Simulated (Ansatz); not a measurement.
Basis-set series for C₃H₅BClF (`C=C(C)B(F)Cl`). The species carries charge 0 and has multiplicity 1. Geometry: relaxed with PBE0-D4/def2-TZVP. It is one conformer, not always the lowest.

| functional | basis | functions | energy (Eh) | HOMO (eV) | LUMO (eV) |
| --- | --- | --- | --- | --- | --- |
| PBE0-D4 | def2-SVP | 113 | -701.57457 | -8.00 | -1.47 |
| PBE0-D4 | def2-TZVPP | 267 | -702.00519 | -8.07 | -1.65 |
| ωB97M-V | def2-SVP | 113 | -701.87283 | -10.18 | 0.71 |
| ωB97M-V | def2-TZVPP | 267 | -702.31161 | -10.26 | 0.46 |

(1) Give the rows for def2-QZVPP. (Estimate.)

Answers

(1) Ansatz gave: 
```tsv
functional	basis	functions	energy (Eh)	HOMO (eV)	LUMO (eV)
PBE0-D4	def2-QZVPP	505	-702.03147	-8.08	-1.69
ωB97M-V	def2-QZVPP	505	-702.33649	-10.28	0.39
```

Positive LUMOs are unbound and depend on the basis.
